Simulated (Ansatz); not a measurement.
`[F][Ti]([F])([SH])[Cl]` + CH₃SH → `C[S][Ti]([F])([F])[Cl]` + H₂S  (ligand exchange at a Ti–S bond)

Calculated with Ansatz (gas phase, PBE0-D4/def2-TZVP geometries, no zero-point term in ΔE). CCSD(T)/CBS is the MP2 limit (def2-TZVPP, def2-QZVPP) plus CCSD(T) − MP2 in def2-TZVPP, frozen cores. This one scheme is used for every species. Functionals use def2-TZVPP. B3LYP here is the variant with VWN-RPA as its local correlation; programs differ in this. For Ti outer-core shells are correlated without core-valence functions, which leaves a few kJ/mol of doubt a bond. Scalar relativity is left out up to krypton. Each species was taken in one conformer, which may not be the lowest.

`[F][Ti]([F])([SH])[Cl]`:

```xyz
6

F     0.065   -1.798   -0.379
Ti    0.042   -0.268    0.451
F     1.130   -0.207    1.801
S     0.746    1.338   -0.983
Cl   -2.003    0.152    1.086
H     0.021    0.782   -1.976
```

CH₃SH:

Cartesian coordinates in Å:
```
C 0.360 0.300 0.148
S -1.129 -0.701 0.357
H 1.212 -0.309 -0.153
H 0.572 0.736 1.124
H 0.202 1.107 -0.566
H -1.217 -1.133 -0.910
```

`C[S][Ti]([F])([F])[Cl]`:

Z-matrix (Å, degrees):
```
C
Ti 1 3.068
S 1 1.821 2 46.5
H 1 1.090 2 74.6 3 142.1
H 1 1.089 2 98.4 3 -109.3
H 1 1.090 2 147.7 3 41.4
F 2 1.739 1 142.2 3 -8.1
F 2 1.750 1 84.5 3 -130.3
Cl 2 2.192 1 90.2 3 121.1
```

H₂S:

Cartesian coordinates in Å:
```
S 0.032 0.071 0.615
H -0.044 -0.996 -0.194
H 0.011 0.925 -0.420
```

```tsv
level	ΔE (kJ/mol)
LDA (SPW92)	-7.9
B3LYP-D4	-7.7
ωB97M-V	-5.0
PBE	-4.2
revPBE	-2.2
PBE0	-2.8
RPA@PBE/def2-TZVPP	-7.5
SCS-MP2/def2-TZVPP	-7.6
```

(1) What does CCSD(T)/CBS give? (Best estimate.)

Largest T1 diagnostic among the species: 0.025, so the coupled-cluster value is less sure than usual.

Results:

(1) The calculation gave: -9.7 kJ/mol. The listed levels differ from it by 1.8, 2.0, 4.7, 5.5, 7.5, 6.9, 2.2, 2.1 kJ/mol.

In def2-TZVPP, CCSD(T) changes the Hartree–Fock value by −12.1 kJ/mol (the triples alone add −3.2 kJ/mol) and MP2 by −14.2 kJ/mol. Leaving LDA and LC-ωPBE aside and taking each functional with its dispersion term where it has one, the values, not all of them listed here, spread over 5.0 kJ/mol, from BLYP-D4 to ωB97X-V. LDA lies −3.7 kJ/mol from PBE without D4.
